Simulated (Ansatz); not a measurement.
```yaml
crystal:
  periodic: [false, false, false]
  atoms:
    - {symbol: Mo, position_ang: [0.088703, 0.062193, 0.131314]}
    - {symbol: S, position_ang: [-0.060061, 0.060405, 2.210388]}
    - {symbol: S, position_ang: [2.077934, -0.098355, -0.884772]}
    - {symbol: Cl, position_ang: [-1.180201, 1.863754, -0.599814]}
    - {symbol: Cl, position_ang: [-1.071544, -1.987425, -0.761515]}
basis:
  gaussian: {orbitals: def2-SVP}
total_charge: -1
magnetization: {spin_polarized: true, initial_magnetization: 1}
hamiltonian: {xc: {name: PBE0}}
accuracy: high
output: {forces: true}
```

```sh
$ ansatz run in.yaml --threads 4 --pin off --events-out ev --progress --plain --max-ram 3916MiB
```

It prints (some lines left out):

```
Functional definition: PBE0
2033 factors; integrals over basis functions are off by at most 1.2e-8 eV
mean field evaluation 1: about -48545.3160 eV, gradient 2.4e1 eV
mean field evaluation 2: about -48464.3320 eV, gradient 1.3e2 eV
mean field evaluation 4: about -48548.0008 eV, gradient 7.3e0 eV
mean field evaluation 8: about -48548.5393 eV, gradient 4.3e-1 eV
mean field evaluation 16: about -48548.5437 eV, gradient 9.1e-3 eV
mean field evaluation 32: about -48548.5437 eV, gradient 2.1e-5 eV
mean field -48548.54374358 eV, -1784.1260751919 hartree, gradient 7.5e-8 eV, S^2 0.775026; 6 other end points of the search recorded, 0 dependent functions left out
reference -48548.54374747 eV, -1784.1260753347 hartree; 41, 40 occupied and 62, 63 virtual orbitals, 2033 factors
Total energy: -48548.54374747 eV, -1784.1260753347 hartree
Atom 0 at     0.088703     0.062193     0.131314 Å, force     1.093552    -1.756861    -2.795582 eV/Å
Atom 1 at    -0.060061     0.060405     2.210388 Å, force     0.185258    -0.024274     1.200150 eV/Å
Atom 2 at     2.077934    -0.098355    -0.884772 Å, force    -1.693436     0.393037     1.186342 eV/Å
Atom 3 at    -1.180201     1.863754    -0.599814 Å, force    -0.064234     0.005251    -0.170655 eV/Å
Atom 4 at    -1.071544    -1.987425    -0.761515 Å, force     0.478859     1.382846     0.579745 eV/Å
Dipole moment:    -0.072428     0.187450     0.172218 e Å
```

Hardware: 4 threads of AMD EPYC 9B45 on a shared host. Wall time 5.5 s, peak host memory 0.8 GiB.

In the def2 sets Mo takes a core potential; there is no spin–orbit coupling. The highest occupied level of an anion often lies above zero with these methods, and sets without diffuse functions describe the outer electron poorly.

The dipole of an ion depends on the origin.
